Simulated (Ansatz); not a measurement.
Basis-set extrapolation for `Cc1ccc(C)[nH]1` (PBE0-D4/def2-TZVP geometry, frozen core, Ansatz). Multiplicity 1, RHF reference.

|  | def2-TZVPP | def2-QZVPP |
| --- | --- | --- |
| HF | -286.998471 | -287.011350 |
| MP2 correlation | -1.193960 | -1.270352 |
| CCSD(T) correlation | -1.288840 | not run |

Energies in hartree. Use E(X) = E(∞) + A·exp(−7.88·√X) for Hartree–Fock and E(X) = E(∞) + B·X^(−2.97) for correlation, with X = 3 and 4, and add CCSD(T) minus MP2 of the smaller set to the MP2 limit.

Q: What is the CCSD(T) energy at the basis-set limit?

A: HF limit: -287.011350 + (-0.012879) × 0.13774 = -287.01312. MP2 limit: -1.270352 + (-0.076392) × 0.74074 = -1.32694. Higher-order term: -1.288840 − (-1.193960) = -0.09488. Total: -288.43494 hartree, 387.6 kJ/mol below CCSD(T)/def2-TZVPP.
